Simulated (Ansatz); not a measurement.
Geometry optimisation, RHF/def2-SVP (Ansatz).

The input (input.yaml):

```yaml
crystal:
  periodic: [false, false, false]
  atoms:
    - { symbol: Zr, position_ang: [-0.160287, -0.442154, 0.073481] }
    - { symbol: "N", position_ang: [-0.079667, -0.089483, 2.189906] }
    - { symbol: H, position_ang: [-0.809446, -0.372613, 2.823147] }
    - { symbol: H, position_ang: [0.766901, 0.024708, 2.721216] }
    - { symbol: F, position_ang: [1.577867, -0.446162, -0.694178] }
    - { symbol: Cl, position_ang: [-1.807993, 0.921289, -0.997196] }
    - { symbol: F, position_ang: [-0.834623, -2.201348, -0.144316] }
    - { symbol: "N", position_ang: [0.995075, 2.598521, 1.051091] }
    - { symbol: H, position_ang: [1.985447, 2.481222, 1.157468] }
    - { symbol: Si, position_ang: [0.388739, 4.130601, 0.4877] }
    - { symbol: H, position_ang: [-0.048128, 4.079955, -0.923571] }
    - { symbol: H, position_ang: [-0.768031, 4.532876, 1.322051] }
    - { symbol: H, position_ang: [1.462084, 5.14686, 0.601004] }
    - { symbol: H, position_ang: [0.491764, 2.066929, 1.773096] }
basis:
  gaussian: { orbitals: def2-SVP }
hamiltonian:
  xc: hf
relax:
  f_tol: 0.03
  max_steps: 50
```

Command:

```bash
$ ansatz run input.yaml --threads 4 --pin off --max-ram 5120MiB --backend cpu --events-out ev --progress --plain --runs-dir out
```

Problem. Where does it end, and by what steps?

Solution. It converged. After 14 steps the energy has fallen by 0.805 eV; H3 moved furthest, 0.88 Å. Joined: Zr1–N8 (3.40 → 2.51 Å).

```tsv
step	energy less start (eV)	largest force component (eV/Å)	accepted
0	0.0000	1.936	yes
1	-0.2244	1.103	yes
2	-0.4306	1.291	yes
3	-0.5979	1.511	yes
4	-0.6494	1.322	yes
5	-0.6991	0.858	yes
6	-0.7101	1.147	yes
7	-0.7600	0.256	yes
8	-0.7585	0.659	no
9	-0.7832	0.156	yes
10	-0.7993	0.077	yes
11	-0.8027	0.043	yes
12	-0.8040	0.139	yes
13	-0.8051	0.044	yes
14	-0.8053	0.017	yes
```

```xyz
14
Properties=species:S:1:pos:R:3
Zr -0.129 0.100 0.297
N -0.094 -0.231 2.309
H -0.393 -1.129 2.655
H 0.161 0.335 3.097
F 1.560 0.124 -0.646
Cl -1.961 1.417 -0.615
F -0.717 -1.666 -0.144
N 0.893 2.288 0.963
H 1.838 2.093 0.660
Si 0.356 3.887 0.333
H 0.322 3.813 -1.135
H -0.949 4.193 0.938
H 1.348 4.902 0.758
H 0.925 2.306 1.971
```

Whether the end is a true minimum wasn't checked by a vibrational analysis.

Time of the run: 45 s on 4 threads of Arm Neoverse V1, on a shared host, peak memory 0.49 GiB.
